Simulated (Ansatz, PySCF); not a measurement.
Gas-phase reaction (SMILES): C[SiH](C)OC=O + [H][H] (H2) → C[SiH2]C + O=CO; hydrogen cleaves one Si-O bond, a model of a ligand-exchange step.

Geometries: B3LYP-D3(BJ)/def2-TZVP minima from Ansatz (a quantum-chemistry and plane-wave program), one conformer each, not searched for the lowest. Cores are frozen in the correlated levels unless marked. Spin-orbit coupling is left out. No relativistic terms. CBS marks a two-point X^-3 extrapolation of the correlation energy; Hartree-Fock from the larger set. Thermal terms are rigid-rotor harmonic-oscillator values from B3LYP-D3(BJ) frequencies (Ansatz or PySCF) at 298.15 K and 1 atm. 1 Eh = 627.5095 kcal/mol.

```
species        E, CCSD(T)/CBS(cc-pV(T+d)Z,cc-pV(Q+d)Z) (Ansatz) (Eh)  E, wB97M-V/def2-TZVPD (Ansatz) (Eh)  H - E (Eh)
-------------  -----------------------------------------------------  -----------------------------------  ----------
C[SiH](C)OC=O                                             -558.45606                           -559.14479     0.11622
[H][H] (H2)                                                 -1.17450                             -1.16077     0.01336
C[SiH2]C                                                  -370.00537                           -370.48556     0.09658
O=CO                                                      -189.59439                           -189.78999     0.03775
```

Q: Work out ΔE and ΔH at 298.15 K at the first level, then ΔH at the second.

A: 
1. ΔE = [(-370.00537) + (-189.59439)] - [(-558.45606) + (-1.17450)] = 0.03080 Eh = 19.3 kcal/mol at CCSD(T)/CBS(cc-pV(T+d)Z,cc-pV(Q+d)Z).
2. The terms H - E add up to 0.00475 Eh, so ΔH = (0.03080 + (0.00475))×627.5095 = 22.3 kcal/mol.
3. At wB97M-V/def2-TZVPD the same steps give ΔE = 18.8 and ΔH = 21.8 kcal/mol, a shift of -0.5 from the first level.
4. These values are not checked against measurement here, since the tables used lack a sound gas-phase enthalpy of formation for at least one species.
